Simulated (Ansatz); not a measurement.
AlGeH3INO (`[NH2][Ge]1([I])[O][AlH]1`). Charge 0, multiplicity 1. I takes the def2 core potential.

```tsv
atom	x (Å)	y (Å)	z (Å)
N1	-1.0554	-1.4227	0.2430
Ge2	-0.3632	0.2610	0.2616
I3	-0.6972	1.0214	2.6625
O4	1.4586	0.2379	-0.2147
Al5	0.9283	1.4272	-1.3061
H6	-1.1875	-1.8346	1.1560
H7	-0.5667	-2.0640	-0.3674
H8	1.4831	2.3737	-2.4348
```

Q: List the harmonic frequencies (cm⁻¹, unscaled) at PBE0-D4/def2-TZVP in Ansatz. (An estimate is asked.)

A: Computed: 72, 84, 139, 167, 210, 234, 367, 420, 422, 475, 604, 715, 854, 875, 1555, 1964, 3553, 3662.

Q: Is this a minimum?

A: Yes, all 18 modes are real.

Q: Give the ideal-gas thermochemistry at 298.15 K and 1 bar (rigid rotor, harmonic oscillator; point group C1, symmetry number 1).

A: Zero-point energy 97.9 kJ/mol; H(298) − E = 122.1 kJ/mol; entropy 393.7 J/(mol·K), of which translation 178.2, rotation 124.6, vibration 90.9; G(298) − E = 4.8 kJ/mol. Modes under 100 cm⁻¹ are hindered rotations or soft bends, so the harmonic entropy is rough.

Q: And at 400, 500, 600, 800 and 1000 K?

A: 
```tsv
T (K)	H − E (kJ/mol)	S (J/mol/K)	G − E (kJ/mol)
400	134.7	429.9	-37.3
500	148.1	459.7	-81.8
600	162.1	485.2	-129.0
800	191.6	527.7	-230.5
1000	222.6	562.2	-339.6
```

Q: Rotational constants (cm⁻¹)?

A: 0.0994, 0.02524, 0.02143.
